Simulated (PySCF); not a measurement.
A geometry optimisation, step by step.

Species: C6H11NSi2.
SMILES with atom numbers: `[N:1]#[C:2][Si@H:3](/[CH:4]=[CH:5]\[SiH3:6])[CH:7]1[CH2:8][CH2:9]1` (hydrogens: H10 on Si3; H11 on C4; H12 on C5; H13, H14, H15 on Si6; H16 on C7; H17, H18 on C8; H19, H20 on C9)

Method: PBE0-D3(BJ)/def2-SVP geometry optimisation, gas phase in PySCF; density fitting, grid level 1; the optimiser is geomeTRIC in internal coordinates, started from a GFN2-xTB structure with every atom displaced at random (about 0.01 Å). 7 of its 23 geometries are shown. The frame can shift and turn from step to step; on so coarse a grid that alone can change the energy by a few meV, and forces under 0.02 eV/Å are noise.

Step 0: E = -23618.3968 eV, largest atomic force 3.476 eV/Å
```
atom  x, y, z in Å  |  force x, y, z in eV/Å
N1     -0.879   -1.474   -3.757   -0.594  -1.083  -1.705
C2     -0.576   -0.882   -2.827    0.663   1.110   1.659
Si3    -0.045    0.045   -1.296   -0.140  -0.564   0.497
C4      0.880   -1.236   -0.227   -2.752  -0.391  -2.088
C5      1.838   -1.021    0.625    2.181   0.919   1.770
Si6     2.688    0.636    0.985   -0.468  -0.667   0.022
C7     -1.583    0.671   -0.447   -0.148  -0.005  -0.105
C8     -1.599    0.901    1.036   -0.944   0.149  -0.087
C9     -2.398   -0.223    0.471   -0.188   0.108  -0.303
H10     0.828    1.150   -1.727    0.232   0.238  -0.117
H11     0.467   -2.258   -0.318    0.141   0.136  -0.052
H12     2.231   -1.865    1.197    0.037  -0.242   0.118
H13     3.422    1.061   -0.204    0.402   0.281  -0.471
H14     1.688    1.662    1.335   -0.226   0.289   0.071
H15     3.592    0.414    2.121    0.329   0.044   0.329
H16    -2.178    1.396   -1.017    0.095  -0.054  -0.110
H17    -2.148    1.765    1.418    0.017   0.092  -0.074
H18    -0.736    0.661    1.614    0.910  -0.274   0.527
H19    -2.044   -1.243    0.622    0.077  -0.147   0.106
H20    -3.498   -0.144    0.425    0.375   0.061   0.011
```

Step 4: E = -23618.5639 eV, largest atomic force 0.065 eV/Å
```
atom  x, y, z in Å  |  force x, y, z in eV/Å
N1     -0.493   -1.622   -3.743    0.006  -0.008  -0.025
C2     -0.258   -1.014   -2.784   -0.010   0.020   0.017
Si3     0.090   -0.062   -1.217    0.020  -0.042  -0.021
C4      0.706   -1.307    0.036   -0.059   0.013  -0.025
C5      1.669   -1.075    0.947    0.004   0.015   0.059
Si6     2.687    0.502    1.144   -0.013  -0.007  -0.007
C7     -1.482    0.751   -0.657    0.008  -0.015   0.026
C8     -1.695    1.034    0.813   -0.036   0.022  -0.015
C9     -2.502   -0.024    0.143   -0.010   0.010  -0.004
H10     1.153    0.927   -1.549    0.004   0.018   0.001
H11     0.214   -2.291    0.037   -0.004   0.009   0.019
H12     1.895   -1.883    1.659    0.041  -0.020  -0.032
H13     3.528    0.748   -0.066    0.017   0.002   0.003
H14     1.796    1.687    1.347    0.000  -0.003  -0.007
H15     3.573    0.349    2.334   -0.007   0.006   0.008
H16    -1.889    1.495   -1.351    0.002  -0.002   0.004
H17    -2.183    1.976    1.076   -0.001  -0.009  -0.003
H18    -0.925    0.718    1.522    0.036  -0.004   0.006
H19    -2.294   -1.070    0.390    0.009   0.004  -0.002
H20    -3.556    0.178   -0.067   -0.008  -0.007  -0.003
```

Step 7: E = -23618.5670 eV, largest atomic force 0.093 eV/Å
```
atom  x, y, z in Å  |  force x, y, z in eV/Å
N1     -0.443   -1.565   -3.777   -0.004   0.012   0.025
C2     -0.238   -0.981   -2.796    0.015  -0.021  -0.021
Si3     0.085   -0.054   -1.209   -0.005   0.054   0.034
C4      0.703   -1.302    0.039    0.003  -0.007   0.073
C5      1.678   -1.080    0.942    0.029  -0.007  -0.089
Si6     2.692    0.498    1.141   -0.003   0.011   0.021
C7     -1.500    0.736   -0.654   -0.009   0.019  -0.043
C8     -1.720    1.041    0.810    0.041  -0.028   0.013
C9     -2.502   -0.049    0.158    0.008  -0.017   0.022
H10     1.140    0.955   -1.520   -0.003  -0.020  -0.005
H11     0.209   -2.284    0.043    0.005  -0.015  -0.026
H12     1.933   -1.904    1.626   -0.024   0.007   0.005
H13     3.626    0.692   -0.009   -0.002  -0.010   0.006
H14     1.797    1.692    1.233   -0.001   0.003  -0.009
H15     3.487    0.390    2.401   -0.001   0.003   0.002
H16    -1.923    1.462   -1.358   -0.011  -0.007  -0.009
H17    -2.231    1.976    1.054    0.001   0.011   0.006
H18    -0.935    0.759    1.519   -0.041   0.005  -0.006
H19    -2.260   -1.083    0.424   -0.007  -0.005   0.001
H20    -3.562    0.117   -0.052    0.011   0.012   0.001
```

Step 11: E = -23618.5728 eV, largest atomic force 0.087 eV/Å
```
atom  x, y, z in Å  |  force x, y, z in eV/Å
N1     -0.444   -1.544   -3.805   -0.006  -0.012  -0.004
C2     -0.242   -0.961   -2.823    0.000   0.015   0.008
Si3     0.073   -0.030   -1.236    0.004  -0.029  -0.016
C4      0.738   -1.290   -0.023    0.014  -0.003  -0.040
C5      1.718   -1.081    0.876   -0.049   0.022   0.069
Si6     2.651    0.525    1.194    0.008  -0.009  -0.009
C7     -1.530    0.707   -0.659    0.004  -0.006   0.030
C8     -1.707    1.046    0.804   -0.026   0.010   0.000
C9     -2.468   -0.092    0.216   -0.002   0.007  -0.018
H10     1.098    0.999   -1.565   -0.004   0.008  -0.009
H11     0.290   -2.294   -0.075    0.003   0.002   0.004
H12     2.003   -1.929    1.516    0.024  -0.006  -0.017
H13     3.834    0.643    0.289    0.004   0.003   0.001
H14     1.761    1.706    0.985    0.000   0.000  -0.003
H15     3.128    0.519    2.609   -0.002   0.002   0.002
H16    -2.012    1.387   -1.370    0.012   0.012   0.006
H17    -2.244    1.968    1.044   -0.003  -0.006  -0.002
H18    -0.892    0.812    1.496    0.020  -0.002  -0.001
H19    -2.180   -1.108    0.503    0.001   0.000   0.001
H20    -3.539    0.032    0.039   -0.004  -0.007  -0.001
```

Step 15: E = -23618.5874 eV, largest atomic force 0.125 eV/Å
```
atom  x, y, z in Å  |  force x, y, z in eV/Å
N1     -0.660   -1.633   -3.841    0.033   0.035   0.012
C2     -0.346   -1.013   -2.912   -0.035  -0.039   0.023
Si3     0.110   -0.051   -1.376    0.025   0.065  -0.021
C4      0.902   -1.286   -0.209   -0.085   0.029   0.087
C5      1.709   -1.006    0.832    0.032   0.000  -0.038
Si6     2.372    0.674    1.348   -0.052   0.028   0.004
C7     -1.449    0.657   -0.648    0.041   0.026   0.012
C8     -1.530    0.954    0.833    0.047  -0.055  -0.007
C9     -2.321   -0.173    0.261   -0.043   0.000   0.010
H10     1.048    1.019   -1.818   -0.010  -0.048  -0.042
H11     0.610   -2.335   -0.365    0.037  -0.019  -0.019
H12     2.044   -1.851    1.454   -0.004  -0.006  -0.015
H13     3.860    0.684    1.232    0.027   0.010   0.004
H14     1.790    1.752    0.492    0.026  -0.023   0.029
H15     2.007    0.941    2.774    0.005  -0.017  -0.022
H16    -1.976    1.363   -1.301   -0.011  -0.004  -0.008
H17    -2.054    1.862    1.138   -0.001   0.015  -0.009
H18    -0.667    0.704    1.460   -0.063   0.004  -0.001
H19    -2.010   -1.195    0.496    0.017   0.001   0.001
H20    -3.403   -0.052    0.163    0.014  -0.002  -0.001
```

Step 18: E = -23618.5931 eV, largest atomic force 0.047 eV/Å
```
atom  x, y, z in Å  |  force x, y, z in eV/Å
N1     -0.683   -1.690   -3.804   -0.005  -0.009  -0.021
C2     -0.367   -1.061   -2.883    0.000  -0.015   0.017
Si3     0.129   -0.062   -1.384   -0.018  -0.001   0.017
C4      0.940   -1.280   -0.211    0.031  -0.012  -0.007
C5      1.745   -0.989    0.828   -0.018  -0.013   0.005
Si6     2.317    0.705    1.400    0.021  -0.004   0.002
C7     -1.416    0.670   -0.655    0.014   0.016  -0.019
C8     -1.536    0.944    0.826   -0.043   0.016  -0.009
C9     -2.317   -0.170    0.219    0.013  -0.009  -0.001
H10     1.069    0.972   -1.898    0.016   0.018   0.008
H11     0.712   -2.340   -0.397   -0.011   0.009  -0.004
H12     2.119   -1.837    1.423    0.007   0.004   0.008
H13     3.810    0.773    1.376   -0.007   0.001  -0.003
H14     1.750    1.773    0.527   -0.010   0.008  -0.015
H15     1.861    0.932    2.806   -0.002   0.004   0.010
H16    -1.927    1.385   -1.309    0.000   0.002   0.013
H17    -2.063    1.855    1.122    0.000  -0.011   0.006
H18    -0.704    0.679    1.485    0.031  -0.004   0.000
H19    -2.006   -1.194    0.449   -0.012  -0.002  -0.002
H20    -3.396   -0.050    0.092   -0.007   0.001  -0.004
```

Step 22: E = -23618.5948 eV, largest atomic force under 0.02 eV/Å
```
atom  x, y, z in Å  |  force x, y, z in eV/Å
N1     -0.682   -1.740   -3.763    0.000   0.000   0.006
C2     -0.357   -1.098   -2.853    0.006   0.004  -0.006
Si3     0.154   -0.073   -1.375    0.003  -0.005   0.000
C4      0.959   -1.281   -0.185   -0.013   0.006   0.002
C5      1.743   -0.971    0.865    0.013   0.001  -0.003
Si6     2.290    0.741    1.407   -0.003   0.003  -0.001
C7     -1.383    0.686   -0.658   -0.014  -0.005   0.001
C8     -1.541    0.898    0.830    0.011  -0.003   0.005
C9     -2.333   -0.166    0.153    0.003  -0.001  -0.003
H10     1.106    0.943   -1.905   -0.004  -0.002  -0.002
H11     0.741   -2.343   -0.368    0.002  -0.002   0.004
H12     2.122   -1.805    1.475   -0.004   0.000   0.000
H13     3.781    0.837    1.366    0.001   0.001   0.001
H14     1.695    1.780    0.516    0.001   0.000   0.003
H15     1.843    0.989    2.812    0.000   0.000  -0.001
H16    -1.857    1.442   -1.294    0.005   0.002  -0.002
H17    -2.052    1.808    1.154    0.000   0.002  -0.003
H18    -0.730    0.583    1.494   -0.008   0.001  -0.001
H19    -2.060   -1.208    0.344    0.001   0.000  -0.001
H20    -3.404   -0.009    0.000    0.001   0.001   0.001
```

**Question.** Summarise the path.

**Answer.** The energy falls by 0.1980 eV from step 0 to step 22; nine tenths of that is first reached at step 12. It rises by more than 0.2 meV at step 3. The largest force goes from 3.476 to under 0.02 eV/Å. Among the bonds C4=C5 changes most, from 1.299 to 1.347 Å; the atoms move by 0.521 Å rms after alignment.

**Question.** Follow the three bonds and two angles with the largest change from start to end.

**Answer.** 
```
step  E above end (eV)  largest force (eV/Å)  C4=C5 (Å)  Si6–H13 (Å)  Si3–C4 (Å)  H13–Si6–H15 (°)  C5–Si6–H15 (°)
   0            0.1980                 3.476      1.299        1.460       1.908            111.4           106.9
   1            0.0495                 0.568      1.354        1.495       1.868            108.7           108.9
   2            0.0358                 0.164      1.348        1.494       1.871            109.0           108.7
   3            0.0393                 0.225      1.343        1.493       1.871            109.3           108.4
   4            0.0309                 0.065      1.346        1.493       1.871            109.2           108.5
   5            0.0297                 0.044      1.346        1.494       1.871            109.2           108.5
   6            0.0286                 0.061      1.347        1.494       1.870            109.1           108.4
   7            0.0277                 0.093      1.347        1.495       1.870            109.1           108.3
   8            0.0265                 0.063      1.347        1.495       1.870            109.0           108.3
   9            0.0250                 0.031      1.346        1.495       1.870            108.9           108.3
  10            0.0236                 0.060      1.346        1.494       1.871            108.8           108.3
  11            0.0219                 0.087      1.346        1.495       1.872            108.8           108.3
  12            0.0191                 0.081      1.346        1.495       1.874            108.7           108.4
  13            0.0127                 0.093      1.346        1.495       1.877            108.3           108.6
  14            0.0097                 0.096      1.346        1.495       1.877            108.3           108.8
  15            0.0074                 0.125      1.347        1.493       1.875            108.4           109.6
  16            0.0044                 0.053      1.347        1.494       1.875            108.3           109.4
  17            0.0030                 0.043      1.347        1.494       1.875            108.3           109.3
  18            0.0017                 0.047      1.347        1.494       1.876            108.3           109.3
  19            0.0012                 0.036      1.347        1.494       1.876            108.3           109.3
  20            0.0006                 0.022      1.347        1.494       1.876            108.3           109.4
  21            0.0001            under 0.02      1.347        1.494       1.877            108.3           109.6
  22            0.0000            under 0.02      1.347        1.494       1.877            108.3           109.6
```

What follows is the cost of the whole optimisation. The run took 14 min on one thread, Arm Neoverse N1 (aarch64), no GPU, shared host, and the process peaked at 0.92 GiB of memory.
